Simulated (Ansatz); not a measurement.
One geometry of CH₅ClOSSi (`CO[SiH](S)Cl`), several functionals.

```yaml
crystal:
  periodic: [false, false, false]
  atoms:
    - {symbol: C, position_ang: [0.620215, -0.368181, -1.523365]}
    - {symbol: O, position_ang: [0.977390, 0.206019, -0.281156]}
    - {symbol: Si, position_ang: [0.057022, 0.155937, 1.055827]}
    - {symbol: S, position_ang: [-1.763348, 1.178680, 0.654098]}
    - {symbol: Cl, position_ang: [1.156897, 1.051427, 2.520691]}
    - {symbol: H, position_ang: [-0.325982, 0.038447, -1.892656]}
    - {symbol: H, position_ang: [0.530451, -1.456354, -1.444038]}
    - {symbol: H, position_ang: [1.409980, -0.132581, -2.237026]}
    - {symbol: H, position_ang: [-0.243702, -1.222224, 1.504027]}
    - {symbol: H, position_ang: [-2.418933, 0.548831, 1.643598]}
basis:
  gaussian: {orbitals: def2-TZVPP}
hamiltonian: {xc: pbe0, dispersion: d4}
output: {orbitals: {seedname: orbitals}}
```

```sh
$ ansatz run in.yaml --threads 2 --pin off --events-out ev --progress --plain --max-ram 22528MiB --backend cpu
```

Output, abridged:

```
Functional definition: PBE0
1557 factors; their error is unknown
mean field evaluation 1: about -34387.2313 eV, gradient 5.0e1 eV
mean field evaluation 2: about -34381.1640 eV, gradient 7.6e1 eV
mean field evaluation 4: about -34392.0277 eV, gradient 2.9e0 eV
mean field evaluation 8: about -34392.0439 eV, gradient 4.4e-2 eV
mean field evaluation 16: about -34392.0999 eV, gradient 4.5e-5 eV
mean field -34392.09994163 eV, -1263.8863610522 hartree, gradient 4.5e-5 eV, S^2 0.000000; 0 other end points of the search recorded, 0 dependent functions left out
reference -34392.09997380 eV, -1263.8863622344 hartree; 33, 33 occupied and 225, 225 virtual orbitals, 1557 factors
Total energy: -34392.33191420 eV, -1263.8948858868 hartree
```

It took 7.5 s on 2 threads of an AMD EPYC 7R13 on a shared host, with 0.76 GiB of host memory at the peak.

With the line `hamiltonian: {xc: {name: wB97M-V}}` and forces (abridged; 21 s):

```
Functional definition: wB97M-V
mean field evaluation 16: about -34403.8831 eV, gradient 2.2e-4 eV
mean field -34403.88312329 eV, -1264.3193849913 hartree, gradient 7.4e-5 eV, S^2 0.000000
Total energy: -34403.88317310 eV, -1264.3193868220 hartree
Atom 0 force    -0.068517    -0.129554    -0.301471 eV/Å
Atom 1 force     0.082818     0.097567     0.162523 eV/Å
Atom 2 force    -0.077336    -0.191201     0.091174 eV/Å
Atom 3 force    -0.037491    -0.031935     0.057255 eV/Å
Atom 4 force     0.011526     0.023132     0.027011 eV/Å
Atom 5 force     0.082108    -0.033032     0.032926 eV/Å
Atom 6 force     0.007740     0.095497    -0.002188 eV/Å
Atom 7 force    -0.080887    -0.028344     0.059410 eV/Å
Atom 8 force     0.033294     0.163537    -0.064507 eV/Å
Atom 9 force     0.046745     0.034332    -0.062133 eV/Å
Dipole moment:    -0.214475    -0.332697    -0.241675 e Å
```
